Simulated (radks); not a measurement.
The numbers below are computed, except where a source is named.
Effect of the nuclear size on the niobium ion Nb2+, [Kr] 4d3. Level of theory: Dirac Kohn-Sham, BLYP, spin-unpolarised, spherical densities, finite nucleus; open shells are shared between the two j in proportion to 2j + 1; Fermi nuclear charge, rms radius 4.324 fm (a radial shooting solver on a logarithmic mesh with Libxc functionals). The rms radius is varied about that value; shifts are against it.

rms radius (fm)  total energy shift (eV)  density at nucleus (e/bohr^3)  1s1/2 shift (meV)  2s1/2 shift (meV)  4s1/2 shift (meV)  5s1/2 (empty) shift (meV)
3.4981                            -0.440                      8.435e+04               -186              -19.8             -0.554                     -0.080
4.1597                           -0.0942                      8.285e+04              -39.8              -4.23             -0.119                     -0.017
4.324                                  0                      8.252e+04              0.000              0.000              0.000                      0.000
4.5921                             0.161                      8.201e+04               67.9               7.21              0.202                      0.029
5.2191                             0.570                      8.093e+04                241               25.6              0.718                      0.104

Slopes of the eigenvalues against <r^2> in GHz/fm^2, as finite differences over the two radii next to the reference (eigenvalue slopes, not the field-shift constants of lines): 1s1/2 6890, 2s1/2 731, 4s1/2 20.5, 5s1/2 (empty) 2.96.
